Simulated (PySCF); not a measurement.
Al(Cl)(Me)(Et) (C3H8AlCl), SMILES [Al]([Cl])([CH3])[CH2]C. Atoms are numbered in the order given.

```xyz
13

Al    -0.4211    -0.3839     0.0000
Cl     1.6768    -0.7419     0.0000
C     -1.5912    -1.9448     0.0000
H     -1.3996    -2.5780     0.8837
H     -1.3996    -2.5780    -0.8837
H     -2.6603    -1.6766     0.0000
C     -1.0165     1.4817     0.0000
C      0.0640     2.5726     0.0000
H     -1.6888     1.6010     0.8727
H     -1.6888     1.6010    -0.8727
H      0.7189     2.4954    -0.8828
H      0.7189     2.4954     0.8828
H     -0.3700     3.5868     0.0000
```
Charge 0, spin multiplicity 1.

Geometry optimised at B3LYP-D3(BJ)/def2-SVP. The structure was generated by enumeration; whether it is a known compound was not checked. Other conformers were not sampled.

Two levels are set side by side: PBE/pcSseg-1 (PySCF) and PBE0/pcSseg-1 (PySCF). GIAO shifts against HCl (³⁵Cl), TMS (¹H), TMS (¹³C) at the same level; non-relativistic, no solvent, atoms listed together averaged. Without spin–orbit terms, shifts of atoms bonded to Cl or Br come out too high at both levels. Differences are taken from unrounded values.

```tsv
quantity	PBE0	PBE	PBE minus PBE0
δ(³⁵Cl) of Cl2 (ppm)	54.5	84.4	29.8
δ(¹³C) of C3 (ppm)	-5.8	-5.6	0.2
δ(¹³C) of C7 (ppm)	9.4	12.2	2.7
δ(¹³C) of C8 (ppm)	12.2	12.8	0.5
δ(¹H) of H9, H10 (ppm)	0.59	0.72	0.13
```

Rough cost on one machine, each run with all the roots and properties that it gave: PBE0 against PBE within a factor of 2.
